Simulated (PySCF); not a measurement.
Vertical excitations of a molecule CH7AlOSi from TDA-ωB97X/def2-SVPD run with PySCF 2.14.0, as energy in eV (oscillator strength): 5.27 (0.023), 6.38 (0.076), 6.93 (0.318), 7.29 (0.024), 7.77 (0.015), 7.80 (0.001), 7.93 (0.043), 7.95 (0.125), 8.07 (0.000), 8.24 (0.023). Lowest triplet (TDA): 4.54 eV. Geometry: r2SCAN-D4/def2-SVP. The values are those of a single conformer.

Which structure fits?
A) C[O][AlH][SiH3]
B) [CH3][Al]([OH])[SiH3]
C) [CH3][AlH][O][SiH3]

B, [CH3][Al]([OH])[SiH3]
